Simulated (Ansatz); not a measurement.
The cluster Cu8Te4. Total charge 0; singlet. Geometry PBE-D4/def2-SVP.

```xyz
12

Cu   -0.999    0.637   -2.106
Cu   -0.181   -1.733    1.674
Cu   -1.034    0.569    1.381
Cu   -0.768    2.255   -0.406
Cu    1.034   -0.568   -1.381
Cu   -1.285   -1.193   -0.470
Cu    1.285    1.194    0.471
Cu    1.947   -1.159    0.838
Te    0.586   -2.956   -0.537
Te    1.049    0.278    2.863
Te   -2.946    0.765   -0.327
Te    1.311    1.913   -1.999
```

In the def2 sets Te takes a core potential; there is no spin–orbit coupling. Single mean-field runs in def2-TZVP are fitted with def2-universal-jkfit. The structure comes from a short search, and lower isomers may exist.

Problem. Estimate the orbital energies around the gap (eV) in Ansatz with PBE-D4/def2-SVP, PBE-D4/def2-TZVP, r2SCAN-D4/def2-TZVP, PBE0-D4/def2-TZVP, r2SCAN0-D4/def2-TZVP.

Solution. 
| orbital | PBE-D4/def2-SVP | PBE-D4/def2-TZVP | r2SCAN-D4/def2-TZVP | PBE0-D4/def2-TZVP | r2SCAN0-D4/def2-TZVP |
| --- | --- | --- | --- | --- | --- |
| HOMO−9 | -5.76 | -6.01 | -6.16 | -7.30 | -7.43 |
| HOMO−8 | -5.70 | -5.95 | -6.09 | -7.30 | -7.43 |
| HOMO−7 | -5.65 | -5.86 | -6.04 | -7.19 | -7.33 |
| HOMO−6 | -5.56 | -5.80 | -5.93 | -7.17 | -7.33 |
| HOMO−5 | -5.52 | -5.80 | -5.93 | -7.03 | -7.19 |
| HOMO−4 | -5.52 | -5.76 | -5.90 | -6.93 | -7.07 |
| HOMO−3 | -5.22 | -5.46 | -5.60 | -6.61 | -6.75 |
| HOMO−2 | -5.21 | -5.46 | -5.60 | -6.61 | -6.75 |
| HOMO−1 | -4.85 | -5.06 | -5.21 | -6.13 | -6.27 |
| HOMO | -4.85 | -5.06 | -5.21 | -6.13 | -6.27 |
| LUMO | -2.79 | -3.21 | -3.15 | -2.53 | -2.48 |
| LUMO+1 | -2.75 | -2.89 | -2.70 | -2.17 | -2.07 |
| LUMO+2 | -2.45 | -2.70 | -2.58 | -1.94 | -1.87 |
| LUMO+3 | -2.45 | -2.70 | -2.58 | -1.94 | -1.87 |
| LUMO+4 | -1.98 | -2.22 | -2.08 | -1.51 | -1.42 |
| LUMO+5 | -1.41 | -1.71 | -1.46 | -0.89 | -0.75 |
